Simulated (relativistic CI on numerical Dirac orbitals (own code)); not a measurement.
## Level scheme of Nb37+

Method of calculation: Dirac-Coulomb-Breit CI, orbitals from a KLI potential per configuration, model QED, unscaled Slater integrals (own radial code, finite nucleus).

Configuration list (outside the closed core 1s2): 2s2, 2s 2p, 2p2, 2p 3s, 2p 3p, 2s 3s, 2s 3p, 2s 3d, 2s 4s, 2s 4p, 2s 4d, 2s 4f, 2s 5s, 3s2, 2s 5p, 2s 5d, 2s 5f, 2s 5g, 3s 3p, 3p2. Levels of other configurations are missing.

| No. | Configuration | Term | J | E (eV) | % | Landé g | Lifetime (s) |
| --- | --- | --- | --- | --- | --- | --- | --- |
| 1 | 2s2 | 1S | 0 | 0.00 | 97 |  |  |
| 2 | 2s 2p | 3P° | 0 | 73.20 | 100 |  |  |
| 3 | 2s 2p | 3P° | 1 | 87.44 | 85 | 1.411 | 1.31e-09 |
| 4 | 2s 2p | 3P° | 2 | 183.75 | 100 | 1.489 | 1.88e-07 |
| 5 | 2p2 | 3P | 0 | 210.94 | 77 |  | 3.90e-11 |
| 6 | 2s 2p | 1P° | 1 | 234.72 | 85 | 1.066 | 9.07e-12 |
| 7 | 2p2 | 3P | 1 | 302.30 | 100 | 1.491 | 1.20e-11 |
| 8 | 2p2 | 1D | 2 | 314.46 | 57 | 1.204 | 1.63e-11 |
| 9 | 2p2 | 3P | 2 | 420.57 | 57 | 1.275 | 8.50e-12 |
| 10 | 2p2 | 1S | 0 | 459.46 | 76 |  | 5.22e-12 |
| 11 | 2s 3s | 3S | 1 | 2969.23 | 99 | 1.992 | 3.92e-14 |
| 12 | 2s 3s | 1S | 0 | 2984.23 | 98 |  | 8.07e-14 |
| 13 | 2s 3p | 3P° | 0 | 3005.45 | 100 |  | 7.68e-12 |
| 14 | 2s 3p | 3P° | 1 | 3006.10 | 68 | 1.331 | 3.07e-14 |
| 15 | 2s 3p | 1P° | 1 | 3035.59 | 56 | 1.179 | 1.77e-14 |
| 16 | 2s 3p | 3P° | 2 | 3037.82 | 100 | 1.494 | 9.84e-12 |
| 17 | 2s 3d | 3D | 1 | 3054.21 | 95 | 0.500 | 5.55e-15 |
| 18 | 2s 3d | 3D | 2 | 3057.68 | 93 | 1.150 | 6.19e-15 |
| 19 | 2p 3s | 3P° | 0 | 3062.65 | 100 |  | 7.33e-14 |
| 20 | 2s 3d | 3D | 3 | 3065.09 | 100 | 1.328 | 6.56e-15 |
| 21 | 2p 3s | 3P° | 1 | 3069.39 | 64 | 1.323 | 4.01e-14 |
| 22 | 2s 3d | 1D | 2 | 3076.36 | 92 | 1.008 | 7.82e-15 |
| 23 | 2p 3p | 3D | 1 | 3086.75 | 69 | 0.655 | 4.30e-14 |
| 24 | 2p 3p | 3P | 0 | 3108.08 | 74 |  | 1.81e-14 |
| 25 | 2p 3p | 3P | 1 | 3126.52 | 44 | 1.472 | 2.31e-14 |
| 26 | 2p 3p | 3D | 2 | 3127.68 | 60 | 1.166 | 2.26e-14 |
| 27 | 2p 3s | 3P° | 2 | 3175.44 | 100 | 1.491 | 7.80e-14 |
| 28 | 2p 3s | 1P° | 1 | 3182.15 | 69 | 1.134 | 4.35e-14 |
| 29 | 2p 3p | 3P | 1 | 3207.24 | 56 | 1.404 | 1.99e-14 |
| 30 | 2p 3p | 3D | 2 | 3209.64 | 38 | 1.195 | 1.86e-14 |

Energies count from the lowest computed level; ° marks odd parity; lifetimes are radiative, by E1, M1, E2, M2 decay to levels of this space only; some are left blank where a channel outside the calculation adds to the decay or the decay crosses a small, uncertain gap.

The mean weight of the leading LS term, summed over parents, in these 30 levels is 80 %, and that of the leading jj configuration (from the same eigenvectors) 96 %, so jj coupling describes them better and the LS labels are nominal.

At this charge energies of transitions that change n are usually good to better than 1 %, and those within a shell (Δn = 0) to a few per cent.

LS names give the leading component of a level, which can be under half, so a name can repeat, a term be missing and a line seem to break the LS rules.
